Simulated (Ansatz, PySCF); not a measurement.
PySCF was given this input:
```python
from pyscf import gto, scf, dft

mol = gto.M(
    atom='''
Pb    0.010156   -0.015659    0.634723
Cl    0.889491    1.051078   -1.520427
Cl   -0.938478   -0.975544   -1.541178
''',
    basis='def2-svpd',
    ecp={'Pb': 'def2-svpd'},
    charge=1,
    spin=1,
    verbose=4,
)

mf = dft.UKS(mol)
mf.xc = 'wb97m_v'
mf.grids.atom_grid = (99, 590)
mf.grids.prune = None
mf.kernel()
```

Problem. Write the same job for Ansatz (an electronic-structure program).

Solution. Several could match; the one computed here: 
Ansatz 0.2 input:
```yaml
crystal:
  periodic: [false, false, false]
  atoms:
    - {symbol: Pb, position_ang: [0.01015581, -0.01565948, 0.63472292]}
    - {symbol: Cl, position_ang: [0.88949124, 1.05107845, -1.52042667]}
    - {symbol: Cl, position_ang: [-0.93847809, -0.97554448, -1.54117802]}
basis:
  gaussian:
    orbitals: def2-SVPD
hamiltonian:
  xc: {name: wB97M-V}
total_charge: 1
magnetization: {spin_polarized: true, initial_magnetization: 1}
accuracy: high
```

Both were run: PySCF gave -1112.633028 Eh and Ansatz -1112.633029 Eh, 0.001 mEh apart.
